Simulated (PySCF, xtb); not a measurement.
C5H6O2, SMILES Cc1coc(O)c1. Other conformers were not sampled.

Harmonic wavenumbers (cm⁻¹) from GFN2-xTB run with xtb at its own minimum, in rising order: 96, 196, 266, 305, 353, 418, 588, 591, 624, 718, 727, 784, 977, 993, 1013, 1041, 1095, 1127, 1166, 1211, 1317, 1398, 1416, 1477, 1482, 1586, 1634, 3006, 3019, 3051, 3179, 3183, 3553.

Question: What does PBE-D3(BJ)/def2-SVP in PySCF give at its own minimum? (Estimate from the structure and the level; the computed values follow.)

Answer: 134, 189, 267, 273, 345, 456, 581, 599, 644, 680, 723, 739, 948, 958, 992, 1008, 1100, 1142, 1166, 1216, 1328, 1362, 1401, 1409, 1459, 1587, 1632, 2964, 3034, 3070, 3184, 3216, 3744. Paired by order, the mean absolute difference is 26 cm⁻¹ and the zero-point energies are 62.3 and 62.3 kcal/mol.
